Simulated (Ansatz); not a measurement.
Consider the redistribution: `O[SiH](F)[SiH2]F` + `O[SiH](S)S` → `F[SiH2][SiH](F)S` + `O[SiH](O)S`.

Gas-phase electronic energies from Ansatz, PBE0-D4/def2-TZVP geometries. CCSD(T)/CBS adds triple-zeta CCSD(T) − MP2 to the extrapolated MP2 energy (def2 sets, frozen cores). Functionals use def2-TZVPP. HSE06 is defined as in plane-wave codes. Each species was taken in one conformer, which may not be the lowest.

```csv
level,ΔE (kcal/mol),difference from CCSD(T)/CBS
BLYP-D4,-1.5,0.2
PBE0-D4,-1.8,-0.1
HSE06-D4,-1.8,-0.1
BHLYP-D4,-1.8,-0.1
CAM-B3LYP-D4,-1.7,0.0
ωB97X-V,-1.7,0.0
B2PLYP,-1.6,0.1
revPBE,-1.5,0.2
r2SCAN,-2.0,-0.3
PBE0,-1.8,-0.1
BHLYP,-1.9,-0.2
CAM-B3LYP,-1.7,0.0
HF/def2-SVP,-2.1,-0.4
MP2/def2-QZVPP,-1.5,0.2
MP2/CBS(def2),-1.4,0.3
CCSD/CBS(def2),-1.7,0.0
CCSD(T)/CBS,-1.7,0
```

Largest T1 diagnostic among the species: 0.012.

Leaving LDA and LC-ωPBE aside and taking each functional with its dispersion term where it has one, the values, not all of them listed here, spread over 0.8 kcal/mol, from B97M-V to BLYP-D4.
